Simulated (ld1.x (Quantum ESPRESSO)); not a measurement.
**Ranking RRKJ potentials for Ta**

All share these settings but for the change named:

ld1.x (Quantum ESPRESSO) 7.5 input, shortened:

```
&input
   title='Ta', zed=73., rel=1, dft='PBESOL', iswitch=3,
   config='[Xe] 4f14 5d3 6s1.5 6p0'
 /
 &inputp
   pseudotype=2, tm=.false., rho0=0.02, lloc=0,
   nlcc=.false.
 /
3
5P  2  1   6.00   0.00  1.75  1.75  0.0
5D  3  2   3.00   0.00  1.75  1.75  0.0
6S  1  0   1.50   0.00  2.35  2.35  0.0
 &test
   configts(1)='5p6 5d3 6s1.5 6p0'
 /
```

Cutoff: the first of the cutoffs (Ry, on a coarse ladder) from which the occupation-weighted sum of valence levels, in a spherical-Bessel basis at the reference potential, stays within 10 and 1 mRy of its value at 400 Ry; the density cutoff is not measured.

The base gives 45 Ry.

Of 11 variants that were run, those that failed, showed a ghost or another fault, or gave nearly equal values are left out.

A variant can come out equal or close to the base.

(1) Rank these variants from softest to hardest (loose cutoff).
A. all radii scaled by about 0.85 (s 2.00, p 1.48, d 1.48 bohr)
B. wave 5p (bound): rc 1.75 bohr becomes 5p (bound): rc 2.00 bohr
C. all radii scaled by about 1.12 (s 2.62, p 1.96, d 1.96 bohr)
D. wave 5d (bound): rc 1.75 bohr becomes 5d (bound): rc 2.14 bohr

## Answers

(1) C (25 Ry), B (30 Ry), D (45 Ry), A (70 Ry).
